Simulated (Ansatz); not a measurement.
C3H9AlS. Charge 0, multiplicity 1. The bonds changed during the relaxation, so this is another structure than the one it started from.

```xyz
14

C    -0.6504   -2.0448   -0.4635
C     0.3913   -0.9942   -0.1440
S     0.0227    0.5514   -1.0170
C     1.0709    1.7402   -0.0711
Al   -0.6583    1.9486    0.8353
H    -1.6378   -1.7338   -0.1174
H    -0.3956   -2.9832    0.0338
H    -0.7082   -2.2379   -1.5367
H     1.3889   -1.3081   -0.4601
H     0.4183   -0.7770    0.9261
H     1.9281    1.2111    0.3409
H     1.4046    2.5047   -0.7711
H    -1.5970    3.1471    0.3934
H    -0.9776    0.9761    2.0512
```

List the harmonic frequencies (cm⁻¹, unscaled) at PBE0-D4/def2-TZVP in Ansatz. (An estimate is asked.)

Ansatz gave: 58, 139, 188, 242, 265, 341, 365, 396, 579, 586, 655, 688, 708, 760, 789, 994, 1006, 1020, 1054, 1102, 1268, 1298, 1397, 1408, 1472, 1484, 1493, 1904, 1925, 3057, 3064, 3107, 3114, 3133, 3142, 3182.

Is this a minimum?

Yes, all 36 modes are real.

Give the ideal-gas thermochemistry at 298.15 K and 1 bar (rigid rotor, harmonic oscillator; point group C1, symmetry number 1).

Zero-point energy 283.4 kJ/mol; H(298) − E = 306.8 kJ/mol; entropy 361.6 J/(mol·K), of which translation 166.8, rotation 114.2, vibration 80.5; G(298) − E = 199.0 kJ/mol. Modes under 100 cm⁻¹ are hindered rotations or soft bends, so the harmonic entropy is rough.
